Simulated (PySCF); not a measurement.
Species: C6H7FO.
SMILES with atom numbers: `[CH3:1][C:2]1=[CH:3][O:4][CH:5]=[CH:6][C@@H:7]1[F:8]` (hydrogens: H9, H10, H11 on C1; H12 on C3; H13 on C5; H14 on C6; H15 on C7)

The calculation used PySCF 2.14.0, density-fitted response routines, TDDFT PBE0/def2-SVPD, vertical, gas phase, core orbitals frozen in the response. Geometry: GFN2-xTB; no solvent, vibrations or thermal averaging.

Computed states:

```
state  E (eV)       f
   S1    5.82   0.077
   S2    6.30   0.055
   S3    6.48  0.0087
   S4    7.04  0.0071
   S5    7.33   0.017
   S6    7.47   0.046
```

Broadening: Gaussians 0.25 eV wide at half height, area fixed by f = 4.319×10⁻⁹ ∫ε dν̃. The width is an assumption, not a result. The curve ends short of the highest state used, and states not computed would add to its high-energy end.

**Question.** Give the broadened spectrum and its maxima.

**Answer.** 
| E (eV) | ε (L mol⁻¹ cm⁻¹) |
| --- | --- |
| 5.44 | 16 |
| 5.49 | 75 |
| 5.54 | 285 |
| 5.59 | 868 |
| 5.64 | 2117 |
| 5.69 | 4135 |
| 5.74 | 6470 |
| 5.78 | 7890 |
| 5.83 | 8281 |
| 5.88 | 6965 |
| 5.93 | 4705 |
| 5.98 | 2602 |
| 6.03 | 1355 |
| 6.08 | 1139 |
| 6.13 | 1876 |
| 6.18 | 3331 |
| 6.23 | 4971 |
| 6.28 | 6023 |
| 6.33 | 5957 |
| 6.37 | 5165 |
| 6.42 | 3763 |
| 6.47 | 2461 |
| 6.52 | 1510 |
| 6.57 | 873 |
| 6.62 | 458 |
| 6.67 | 209 |
| 6.72 | 86 |
| 6.77 | 54 |
| 6.82 | 96 |
| 6.87 | 215 |

Maxima: 213 nm (5.82 eV), ε about 8400, made up of S1 (100%); 197 nm (6.30 eV), ε about 6100, made up of S2 (96%) (ε in L mol⁻¹ cm⁻¹; maxima over ε = 5, shares over 10%). At its high-energy end, 6.87 eV, the curve is still rising (ε about 220, from S4).

**Question.** Does any computed singlet lie in the visible range?

**Answer.** No computed singlet lies in the visible range (380 to 750 nm); the lowest, at 213 nm, stands 2.55 eV above its violet end (3.26 eV).

**Question.** What would ε be at 5.82 eV, the highest of these maxima, with half the width (0.125 eV)?

**Answer.** About 16700 L mol⁻¹ cm⁻¹ against 8350, a factor of about 1.99; a lone state at its own centre would give exactly 2.

**Question.** On this curve, what absorbance would a 10⁻⁴ mol/L sample give at 193 nm over a 1 cm path?

**Answer.** 193 nm is 6.424 eV, where ε is about 3600 L mol⁻¹ cm⁻¹, so A = ε c l ≈ 0.36 (Beer–Lambert, with the gas-phase spectrum and the assumed width).
